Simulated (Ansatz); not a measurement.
Mn₂Cu₂ (the lowest multiplicity 9 isomer of a short search), 4 atoms. Hardware: 4 threads of Intel Xeon on a shared host.

Correlated methods freeze 28 core orbitals; core or outer-core shells of Mn are correlated, in sets that lack core-valence functions.

Question: How many basis functions does each of these Ansatz runs have, and roughly what does it cost? MP2/def2-TZVP, charge 0 quintet, energy, from earlier orbitals; PBE-D4/def2-TZVP, charge 0 septet, energy, from earlier orbitals; PBE0-D4/def2-TZVPD, charge -1 multiplicity 10 at the geometry of the charge 0 multiplicity 9, energy; r2SCAN-D4/def2-TZVPD, charge 0 multiplicity 9, energy, from earlier orbitals; CCSD(T)/def2-SVP, charge 1 octet at the geometry of the charge 0 multiplicity 9, energy, from earlier orbitals; revPBE-D4/def2-TZVP, charge 0 quintet, energy, from earlier orbitals; PBE0-D4/def2-SVP, charge 0 multiplicity 9, energy, from earlier orbitals; CCSD(T)/def2-SVP, charge 0 multiplicity 9, energy, from earlier orbitals; CCSD(T)/def2-SVP, charge 0 quintet, energy, from earlier orbitals; PBE-D4/def2-TZVP, charge 0 multiplicity 9, energy, from earlier orbitals; r2SCAN-D4/def2-SVP, charge 0 septet, relaxation, 17 steps; r2SCAN-D4/def2-TZVPD, charge -1 multiplicity 10 at the geometry of the charge 0 multiplicity 9, energy, from earlier orbitals.

Answer: Other jobs shared the machine, so times can vary by a factor of up to 3. A dash marks memory too small to be measured apart from the calling script's.

| run | functions | fitting or Cholesky vectors | wall time | peak host memory (GiB) |
| --- | --- | --- | --- | --- |
| PBE0-D4/def2-SVP, charge 0 multiplicity 9, energy, from earlier orbitals | 124 | 1398 | 14 s | 0.55 |
| PBE-D4/def2-TZVP, charge 0 septet, energy, from earlier orbitals | 180 | 1790 | 18 s | – |
| PBE-D4/def2-TZVP, charge 0 multiplicity 9, energy, from earlier orbitals | 180 | 1790 | 24 s | 0.65 |
| r2SCAN-D4/def2-TZVPD, charge 0 multiplicity 9, energy, from earlier orbitals | 192 | 1846 | 39 s | 0.57 |
| revPBE-D4/def2-TZVP, charge 0 quintet, energy, from earlier orbitals | 180 | 1790 | 46 s | 0.68 |
| PBE0-D4/def2-TZVPD, charge -1 multiplicity 10 at the geometry of the charge 0 multiplicity 9, energy | 192 | 1828 | 58 s | 1.2 |
| r2SCAN-D4/def2-TZVPD, charge -1 multiplicity 10 at the geometry of the charge 0 multiplicity 9, energy, from earlier orbitals | 192 | 1846 | 76 s | 0.83 |
| CCSD(T)/def2-SVP, charge 1 octet at the geometry of the charge 0 multiplicity 9, energy, from earlier orbitals | 124 | 1398 | 83 s | 1.4 |
| CCSD(T)/def2-SVP, charge 0 multiplicity 9, energy, from earlier orbitals | 124 | 1441 | 95 s | 1.3 |
| MP2/def2-TZVP, charge 0 quintet, energy, from earlier orbitals | 180 | 1802 | 2 min | 1.2 |
| r2SCAN-D4/def2-SVP, charge 0 septet, relaxation, 17 steps | 124 | 1622 | 2.7 min | – |
| CCSD(T)/def2-SVP, charge 0 quintet, energy, from earlier orbitals | 124 | 1398 | 4.6 min | 1.6 |
